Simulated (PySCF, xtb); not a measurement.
C₄H₁₁NSi, SMILES C(/CN)(C)=C/[SiH3].

GFN2-xTB run with xtb at its own geometry gives an orbital gap of 4.44 eV and a dipole moment of 3.40 D.

The structure is a stationary point at B3LYP-D3(BJ)/def2-SVP. The structure was generated by enumeration; whether it is a known compound was not checked. The values are those of a single conformer.

Task: What does PBE/def2-TZVP (PySCF) give? (Estimate from the structure and the level; the computed values follow.)

Result: gap 4.56 eV (levels -5.73 and -1.17 eV), dipole 3.52 D.
